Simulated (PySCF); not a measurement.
## Nuclear quadrupole coupling in `FC(F)[C@H]1OCc2ccccc21`

Compound: C9H8F2O.
Cartesian coordinates in Å at the GFN2-xTB level; atoms count from 1:
```xyz
20
C9H8F2O angstrom
F     -1.8217    0.3003   -1.7600
C     -2.2461    0.9409   -0.6465
F     -2.0966    2.2653   -0.8882
C     -1.4280    0.5262    0.5947
O     -1.8271   -0.7562    1.0370
C     -0.8368   -1.7255    0.6926
C      0.3781   -0.9365    0.3155
C      1.6645   -1.3422    0.0257
C      2.5975   -0.3703   -0.3079
C      2.2489    0.9705   -0.3519
C      0.9546    1.3791   -0.0628
C      0.0347    0.4088    0.2733
H     -3.3176    0.7274   -0.5205
H     -1.6532    1.2586    1.3811
H     -0.6815   -2.3706    1.5628
H     -1.1884   -2.3421   -0.1468
H      1.9360   -2.3864    0.0562
H      3.6108   -0.6643   -0.5373
H      2.9918    1.7075   -0.6167
H      0.6748    2.4202   -0.1032
```

Field gradients from the PBE0/pcSseg-1 density (PySCF, non-relativistic), principal values in atomic units, ordered |Vxx| ≤ |Vyy| ≤ |Vzz|:

```csv
atom,Vxx,Vyy,Vzz
O5,-0.0126,-2.0721,2.0847
```

Question: Find the asymmetry η = (Vxx − Vyy)/Vzz and the couplings χ = eQV/h (234.96 MHz × Q in barn × V in au), with Q(17O) = −0.0256 b.

Answer: 
```json
{"atom": "O5", "environment": "cyclic ether oxygen", "nucleus": "17O", "η": "0.99", "χzz (MHz)": "-12.54", "χxx (MHz)": "0.08", "χyy (MHz)": "12.46"}
```

At O5 η is above 0.9: Vyy and Vzz are nearly equal in size and opposite in sign, so a small change could swap them and flip the sign of χzz. 

Question: What is Vzz at O5 in SI units (1 au = 9.71736 × 10²¹ V/m²)?

Answer: 2.0847 au = 20.258 × 10²¹ V/m².

Question: And the gradient at the other heavy atoms, for which no coupling is worked out here?

Answer: 
```json
{"atom": "F1", "environment": "fluorine of a CF2 group", "Vzz (au)": "2.904", "η": "0.13"}
{"atom": "C2", "environment": "CHF2 carbon", "Vzz (au)": "-0.534", "η": "0.79"}
{"atom": "F3", "environment": "fluorine of a CF2 group", "Vzz (au)": "2.886", "η": "0.08"}
{"atom": "C4", "environment": "sp3 carbon bound to oxygen", "Vzz (au)": "0.325", "η": "0.36"}
{"atom": "C6", "environment": "sp3 carbon bound to oxygen", "Vzz (au)": "0.400", "η": "0.17"}
{"atom": "C7", "environment": "substituted aromatic carbon", "Vzz (au)": "0.295", "η": "0.42"}
{"atom": "C8", "environment": "aromatic CH carbon", "Vzz (au)": "0.290", "η": "0.15"}
{"atom": "C9", "environment": "aromatic CH carbon", "Vzz (au)": "0.323", "η": "0.13"}
{"atom": "C10", "environment": "aromatic CH carbon", "Vzz (au)": "0.315", "η": "0.13"}
{"atom": "C11", "environment": "aromatic CH carbon", "Vzz (au)": "0.313", "η": "0.11"}
{"atom": "C12", "environment": "substituted aromatic carbon", "Vzz (au)": "0.254", "η": "0.65"}
```

Were the hydrogens deuterons (Q(2H) = 0.00286 b), χzz would run from 181 kHz (H13) to 221 kHz (H17, H19, H18 and H20).

The structure is a single GFN2-xTB conformer in the gas phase; no vibrational or solvent corrections. GFN2-xTB bond lengths can be off by several hundredths of an ångström, more for odd bonds, and the gradients follow them. With so small a basis the couplings can be 20 % off.
